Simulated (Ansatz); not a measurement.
Gas-phase electronic energies from Ansatz, PBE0-D4/def2-TZVP geometries. CBS: MP2 limit from def2 TZ/QZ plus the TZ coupled-cluster correction, frozen cores. DFT in def2-TZVPP. Each species was taken in one conformer, which may not be the lowest.

Consider the isomerisation: `O=C1C[SiH]1[SiH2]O` → `O[SiH2]C#C[SiH2]O`.

| level | ΔE (kJ/mol) |
| --- | --- |
| r2SCAN-D4 | -189.6 |
| ωB97M-V | -215.6 |
| B2PLYP | -229.4 |
| PBE0 | -175.0 |
| HF/def2-TZVPP | -277.9 |
| HF/def2-QZVPP | -279.5 |
| MP2/def2-QZVPP | -251.3 |
| HF/CBS(def2) | -279.7 |

Task: What does CCSD(T)/CBS give? (An estimate is asked.)

Result: Computed: -233.0 kJ/mol. The listed levels differ from it by 43.4, 17.4, 3.6, 58.0, -44.9, -46.5, -18.3, -46.7 kJ/mol.

Largest T1 diagnostic among the species: 0.017.

In def2-TZVPP, CCSD(T) changes the Hartree–Fock value by +50.0 kJ/mol (the triples alone add +8.9 kJ/mol) and MP2 by +30.1 kJ/mol. The D4 term adds +3.9 kJ/mol with B3LYP and +2.1 kJ/mol with PBE0; it sums over pairs of atoms, weighted by their polarisabilities, and B3LYP, whose exchange is more repulsive, gets the larger term.

B3LYP here is the variant with VWN-RPA as its local correlation; programs differ in this.
